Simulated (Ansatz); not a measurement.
One change: `C/C=N/C[SiH3]` becomes `C/C=[N]\[InH2]`.

Ansatz, PBE0-D4/def2-TZVP geometries, multiplicity 1. Each molecule was computed in one conformer, which needn't be the lowest.

Elements past krypton have def2 core potentials.

| property | `C/C=N/C[SiH3]` |
| --- | --- |
| HOMO–LUMO gap (ωB97M-V/def2-TZVPP) / eV | 11.71 |
| size of the dipole moment (ωB97M-V/def2-TZVPP) / D | 1.67 |
| HOMO–LUMO gap (B3LYP/def2-TZVPP) / eV | 6.74 |
| HOMO energy (ωB97M-V/def2-TZVPP) / eV | -9.72 |
| HOMO energy (B3LYP/def2-TZVPP) / eV | -7.12 |
| HOMO–LUMO gap (PBE/def2-TZVPP) / eV | 4.66 |

**Question.** Give the same properties after the change, and the shifts. (Best estimate.)

**Answer.** Ansatz gave: 
| property | `C/C=[N]\[InH2]` | shift |
| --- | --- | --- |
| HOMO–LUMO gap (ωB97M-V/def2-TZVPP) / eV | 8.46 | -3.25 |
| size of the dipole moment (ωB97M-V/def2-TZVPP) / D | 1.65 | -0.02 |
| HOMO–LUMO gap (B3LYP/def2-TZVPP) / eV | 4.35 | -2.39 |
| HOMO energy (ωB97M-V/def2-TZVPP) / eV | -8.40 | 1.32 |
| HOMO energy (B3LYP/def2-TZVPP) / eV | -6.01 | 1.11 |
| HOMO–LUMO gap (PBE/def2-TZVPP) / eV | 2.98 | -1.68 |

With PBE0 the HOMO rises by 1.16 eV and the LUMO falls by 1.25 eV, so the gap narrows by about 2.41 eV. PBE moves the HOMO by 0.83 eV and ωB97M-V by 1.32 eV. The zero-point energy changes by -110.0 kJ/mol with -12 modes. Dipoles are sizes alone; their direction can turn.

Positive LUMOs are unbound, so they and the gaps depend on the basis.

B3LYP here is the variant with VWN-RPA as its local correlation; programs differ in this.
